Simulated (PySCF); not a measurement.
Open-shell species derived from `N#C[SiH]1[SiH2][SiH2][SiH2]1`. All by UKS B3LYP (pcH-1 on C H N Si) in PySCF, non-relativistic with spin–orbit coupling as a perturbation, on GFN2-xTB geometries; isolated species, one conformer each; SCF stability not tested. Couplings are magnitudes for isotopes of over 50 % abundance, averaged over nuclei equivalent by connectivity (but not across a short bond from an atom whose three angles sum to over 350°); populations are Mulliken's. Couplings are sensitive to structure, and on GFN2-xTB geometries they can be far from those on DFT ones, by a factor of two or more for some ions and for spin on atoms past the first row.

```tsv
species	change	⟨S²⟩	g1	g2	g3	largest spin population on	largest couplings
N#C[SiH]1[SiH2][SiH][SiH2]1	H removed from Si	0.753	2.0028	2.0057	2.0068	silicon bonded to 2 Si and H (0.93)	2 × 1H 53 MHz, 2 × 1H 28 MHz, 1 × 1H 12 MHz, 1 × 1H 5 MHz
N#C[Si]1[SiH2][SiH2][SiH2]1	H removed from Si	0.755	2.0029	2.0039	2.0070	silicon bonded to C and 2 Si (0.85)	4 × 1H 23 MHz, 2 × 1H 18 MHz, 1 × 14N 3 MHz
```

Task: Predict the same entries for `N#C[Si@@H]1[SiH][SiH2][SiH2]1` [radical] (H removed from Si).

Result: ⟨S²⟩: 0.753; g1: 2.0028; g2: 2.0049; g3: 2.0066; largest spin population on: silicon bonded to 2 Si and H (0.92); largest couplings: 1 × 1H 50 MHz, 1 × 1H 33 MHz, 1 × 1H 29 MHz, 1 × 1H 24 MHz, and 2 smaller. The largest Mulliken spin population is on Si4 (+0.92). The angles at Si4 add up to 337.3°, so it is pyramidal. (Numbering: [N:1]#[C:2][Si@@H:3]1[SiH:4][SiH2:5][SiH2:6]1 (hydrogens: H7 on Si3; H8 on Si4; H9, H10 on Si5; H11, H12 on Si6).)

Task: How many first-order lines does each doublet give under fast tumbling, over what width, and where is its centre at 9.5 GHz?

Result: 
```csv
species,lines,width (mT),centre (mT)
N#C[Si@@H]1[SiH][SiH2][SiH2]1,64,5.4,338.57
N#C[SiH]1[SiH2][SiH][SiH2]1,36,6.4,338.52
N#C[Si]1[SiH2][SiH2][SiH2]1,45,4.7,338.59
```

Splittings under 0.05 mT aren't counted.

Means can hide wide spreads in the frozen geometry: N#C[Si]1[SiH2][SiH2][SiH2]1, 2 × 1H from 0 to 36 MHz (mean 18); N#C[Si]1[SiH2][SiH2][SiH2]1, 4 × 1H from 16 to 30 MHz (mean 23).
